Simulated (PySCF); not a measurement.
A structure optimised at B3LYP-D3(BJ)/def2-TZVP, used in a PySCF frequency run:

```xyz
9

C      0.0000     0.7762     0.8446
C      0.0000    -0.7762     0.8446
Si     0.0000     0.0000    -0.8364
H      0.9014     1.2541     1.2101
H     -0.9014     1.2541     1.2101
H     -0.9014    -1.2541     1.2101
H      0.9014    -1.2541     1.2101
H      1.2390     0.0000    -1.6331
H     -1.2390     0.0000    -1.6331
```

### Question
Write its SMILES, formula and point group.

### Answer
C1C[SiH2]1, C2H6Si, C2v

### Question
What are its rotational constants (standard atomic weights)?

### Answer
18.590, 9.2916, 7.3420 GHz
